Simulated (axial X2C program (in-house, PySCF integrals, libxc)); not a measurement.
# Bond lengths and stretching modes, held linear, of NInO²⁺

Calculated with an in-house all-electron X2C program for linear molecules (integrals from PySCF): two-component X2C with atomic mean-field Coulomb and Gaunt terms, Gaussian nuclei, basis N dyall-av3z, In dyall-v3z, O dyall-av3z with contracted cores. Spin-free rows use the one-electron spin-free X2C Hamiltonian.

Masses N 14.003, In 114.904, O 15.995 u. States: 2c Ω = 3 (beyond evenly filled blocks: 2 × ω = 3/2); spin-free M_S = 2, Λ = 1 (beyond evenly filled blocks: σα, 2 × π+α, π+β, 2 × π-α).

PBE0, spin-free: energies above the lowest point

```csv
r(N–In) (Å),r(In–O) (Å),E (meV)
2.2347,1.9851,20.65
2.2347,2.0360,8.86
2.2347,2.0869,20.88
2.2920,1.9851,12.71
2.2920,2.0360,0.00
2.2920,2.0869,11.20
2.2920,2.1378,38.31
2.3493,1.9851,20.44
2.3493,2.0360,6.80
2.3493,2.0869,17.17
2.4066,2.0360,25.14
2.4066,2.1378,60.23
```

**Question.** Fit a quadratic surface with cubic terms in each bond: where is the minimum, and what are the two stretching wavenumbers?

**Answer.** At PBE0, spin-free: bonds 2.293 and 2.035 Å; harmonic stretches 313.8 and 432.1 cm⁻¹; force constants 0.762, 1.49 and coupling -0.05 mdyn/Å.

The other levels and Hamiltonians give:

```tsv
Hamiltonian	level	r(N–In) (Å)	r(In–O) (Å)	lower stretch (cm⁻¹)	upper stretch (cm⁻¹)
2c	PBE0	2.293	2.032	314.1	434.1
2c	HF	2.372	2.011	304.0	515.9
2c	B3LYP	2.329	2.062	286.9	412.6
2c	MP2	2.291	2.109	253.6	391.1
spin-free	B3LYP	2.330	2.065	286.6	410.4
```

Each state is one determinant, the lowest of a limited PBE0 search; the stretches come from a fit to these few points and carry an uncertainty of a few per cent. Other orders of the atoms were not compared. Left out for rough or failed fits: HF spin-free, MP2 spin-free. The levels spread by more than a fifth, so the stretches depend strongly on the method. MP2 freezes inner shells (threshold -2 hartree). A multiply charged ion may be only metastable. The molecule was held linear; bending was not examined, so a bent shape may lie lower. Open-shell Ω = 0 determinants with evenly filled partner blocks cannot be reached by this program, so the Ω shown need not be the lowest component. Note: functional without a current term on a determinant with orbital currents, of the molecule or an atom. Note: several unpaired electrons, one determinant need not be a pure state.
